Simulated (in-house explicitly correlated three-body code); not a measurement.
The numbers below are computed, except where a source is named.
## Two electrons around a charge Z: errors of exchange and correlation functionals on the exact density

The exact non-relativistic ground state comes from a variational code in 260 exponentially correlated functions, the Kohn-Sham parts from inverting its density (past Z = 6 the correlation energy is taken as exact minus Hartree-Fock, equal to within microhartrees), and self-consistent runs (Hartree-Fock is restricted) from a B-spline radial code. Z may be fractional; the second electron is bound down to Z = 0.911.

Each entry is functional minus exact.

```tsv
Z	AM05 x (mEh)	AM05 c (mEh)	RPBE x (mEh)	RPBE c (mEh)	LDA VWN5 x (mEh)	LDA VWN5 c (mEh)
1.12	+42.90	-28.14	-13.74	+7.01	+58.62	-38.79
1.25	+53.62	-34.13	-11.44	+4.66	+71.89	-45.61
1.34	+60.55	-37.57	-10.37	+3.61	+80.59	-49.55
1.62	?	?	?	?	?	?
1.76	+91.08	-50.05	-7.36	+1.03	+119.5	-64.05
2.02	+109.4	-56.17	-6.14	+0.22	+143.0	-71.17
2.2	?	?	?	?	?	?
2.56	+147.1	-66.67	-4.09	-0.75	+191.5	-83.44
2.98	+176.3	-73.47	-2.70	-1.18	+229.1	-91.37
3.3	+198.4	-78.08	-1.71	-1.42	+257.7	-96.73
3.72	+227.5	-83.53	-0.46	-1.64	+295.1	-103.1
4.1	+253.7	-87.99	+0.64	-1.78	+329.0	-108.3
```

(1) What belongs in the row Z = 1.62?

(2) What belongs in the row Z = 2.2?

(3) How do the exchange errors scale with Z?

Results:

(1) AM05 x (mEh): +81.08; AM05 c (mEh): -46.35; RPBE x (mEh): -8.16; RPBE c (mEh): +1.64; LDA VWN5 x (mEh): +106.7; LDA VWN5 c (mEh): -59.73.

(2) AM05 x (mEh): +122.0; AM05 c (mEh): -59.94; RPBE x (mEh): -5.40; RPBE c (mEh): -0.18; LDA VWN5 x (mEh): +159.2; LDA VWN5 c (mEh): -75.58.

(3) AM05 -9.23 % in the size of E_x at Z = 1.12 and -10.85 % at 4.1; RPBE +2.96 % in the size of E_x at Z = 1.12 and -0.03 % at 4.1; LDA VWN5 -12.61 % in the size of E_x at Z = 1.12 and -14.06 % at 4.1. Exchange scales linearly under uniform scaling of the density, so its relative error changes only with the density's shape.
